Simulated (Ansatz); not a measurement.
Mulliken charges of CH₃BOS, SMILES `SB1CO1` from B3LYP/def2-TZVPP in Ansatz (PBE0-D4/def2-TZVP geometry).

| atom | x (Å) | y (Å) | z (Å) | charge (e) |
| --- | --- | --- | --- | --- |
| S1 | -1.455 | 1.304 | -0.810 | -0.146 |
| B2 | -0.242 | 0.189 | -0.164 | 0.161 |
| C3 | 0.828 | -0.284 | 0.785 | -0.086 |
| O4 | 0.291 | -1.013 | -0.408 | -0.275 |
| H5 | -1.820 | 0.516 | -1.839 | 0.110 |
| H6 | 1.869 | 0.000 | 0.669 | 0.118 |
| H7 | 0.591 | -0.781 | 1.721 | 0.118 |

Q: By hand: the dipole of these point charges (1 e Å = 4.8032 D).

A: Σ q r = (0.112, 0.108, 0.216) e Å, of length 0.266 e Å = 1.28 D.

Q: How does the dipole of the full density compare? (An estimate is asked.)

A: Ansatz gave: (-0.027, 0.115, 0.053) e Å, 0.62 D; the point charges give 2.06 times that, at 53° from its direction.

Point charges leave out the atoms' own dipoles, such as those of lone pairs, and Mulliken's split depends on the basis, so the two needn't agree.

B3LYP here is the variant with VWN-RPA as its local correlation; programs differ in this.
